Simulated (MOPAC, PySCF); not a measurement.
CH6OSi2, SMILES `C=[SiH]O[SiH3]` (C–Si–O–Si torsion 1°), neutral singlet in the gas phase. 

Z-matrix (Å, degrees):
```
O
Si 1 1.6236
Si 1 1.6506 2 144.20
C 2 1.6908 1 125.79 3 1.25
H 4 1.0814 2 124.48 1 0.19
H 4 1.0828 5 116.07 2 -179.80
H 2 1.4672 1 109.30 3 -178.72
H 3 1.4767 1 107.57 2 -169.44
H 3 1.4791 8 110.15 1 119.23
H 3 1.4795 8 110.17 9 121.11
```
Charge 0, spin multiplicity 1.

All levels are single points at this geometry (B3LYP-D3(BJ)/def2-TZVP); Pople sets use spherical d functions. Orbital energies aren't observables, and empty levels follow the basis.

BP86/6-31G* in PySCF gives dipole (D) = 0.70.

Problem. Estimate the dipole (D) from each of these levels: TPSSh-D3(BJ)/def2-TZVP in PySCF; M06-2X/6-31G* in PySCF; SVWN5/6-31G* in PySCF; HF/STO-3G in PySCF; PM6 in MOPAC.

Solution. 
```tsv
level	dipole (D)
TPSSh-D3(BJ)/def2-TZVP in PySCF	1.03
M06-2X/6-31G* in PySCF	0.84
SVWN5/6-31G* in PySCF	0.69
HF/STO-3G in PySCF	1.36
PM6 in MOPAC	1.65
```
